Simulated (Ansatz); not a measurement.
Geometry optimisation, Ansatz 0.2.0, UKS PBE-D4/6-31G*.

Input file:

```yaml
crystal:
  periodic: [false, false, false]
  atoms:
    - { symbol: Al, position_ang: [-2.264214, -0.315265, -0.16694] }
    - { symbol: F, position_ang: [-1.292316, -1.694217, -0.595564] }
    - { symbol: H, position_ang: [-2.347626, 0.849391, -1.256721] }
    - { symbol: H, position_ang: [-3.102116, -0.430904, 1.185337] }
    - { symbol: H, position_ang: [0.547291, -1.003635, 0.345243] }
    - { symbol: O, position_ang: [0.732439, -0.165755, 0.811855] }
    - { symbol: C, position_ang: [1.727994, 0.535167, 0.05807] }
    - { symbol: H, position_ang: [2.70086, 0.000225, 0.065582] }
    - { symbol: H, position_ang: [1.868815, 1.510415, 0.549238] }
    - { symbol: H, position_ang: [1.428773, 0.714578, -0.9961] }
magnetization:
  spin_polarized: true
basis:
  gaussian: { orbitals: "6-31G*" }
hamiltonian:
  xc: pbe
  dispersion: d4
relax:
  f_tol: 0.03
  max_steps: 50
```

Run as:

```bash
$ ansatz run input.yaml --threads 2 --pin off --max-ram 3072MiB --backend cpu --events-out ev --progress --plain --runs-dir out
```

**Question.** Where does it end, and by what steps?

**Answer.** The forces met the threshold. After 10 steps the energy has fallen by 0.785 eV; H3 moved furthest, 0.87 Å. Joined: Al1–O6 (3.16 → 2.03 Å).

```csv
step,energy less start (eV),largest force component (eV/Å),accepted
0,0.0000,1.083,yes
1,-0.1928,0.653,yes
2,-0.3857,0.514,yes
3,-0.6116,0.565,yes
4,-0.7055,0.511,yes
5,-0.7609,0.405,yes
6,-0.7767,0.221,yes
7,-0.7819,0.095,yes
8,-0.7834,0.051,yes
9,-0.7844,0.046,yes
10,-0.7848,0.017,yes
```

```xyz
10
Properties=species:S:1:pos:R:3
Al -1.581 -0.236 -0.026
F -1.340 -1.812 -0.650
H -1.499 0.956 -1.107
H -2.469 -0.143 1.306
H 0.452 -1.262 0.168
O 0.351 -0.366 0.576
C 1.343 0.539 0.023
H 2.349 0.172 0.275
H 1.172 1.511 0.504
H 1.221 0.641 -1.068
```

Run time: 13 s on 2 threads of Intel(R) Xeon(R) 6975P-C (Granite Rapids) (shared host), peak memory 0.19 GiB.
